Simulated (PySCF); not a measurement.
**Working out the electron affinity of Sn**

Sn⁻ [Kr] 4d10 5s2 5p3 (4S) → Sn [Kr] 4d10 5s2 5p2 (3P). All numbers are calculated (PySCF 2.14, a scalar-relativistic core potential, in def2-QZVPPD with the def2 core potential (28 electrons) (8s6p5d4f1g, 88 functions)). Frozen: 4s2 4p6 4d10. Energies in hartree (1 hartree = 27.21139 eV):

```json
{"part": "UHF", "Sn⁻ (lower)": "-213.374948", "Sn (upper)": "-213.340664"}
{"part": "CCSD correlation", "Sn⁻ (lower)": "-0.072834", "Sn (upper)": "-0.058412"}
{"part": "(T)", "Sn⁻ (lower)": "-0.003461", "Sn (upper)": "-0.001842"}
```

Task: What does Hartree-Fock give?

Result: (-213.340664) − (-213.374948) = 0.034284 hartree = 0.933 eV.

Task: What do CCSD and CCSD(T) give?

Result: The CCSD correlation energies differ by 0.014422 hartree = 0.392 eV and the triples by 0.001619 hartree = 0.044 eV, so CCSD gives 1.325 eV and CCSD(T) 1.369 eV.

Reference: 1.112 eV (measured; photodetachment measurements, as compiled on the Wikipedia data page of electron affinities), between the lowest levels; spin-orbit coupling is absent from the calculation.

What remains against the reference includes basis incompleteness, the frozen core and higher excitations.
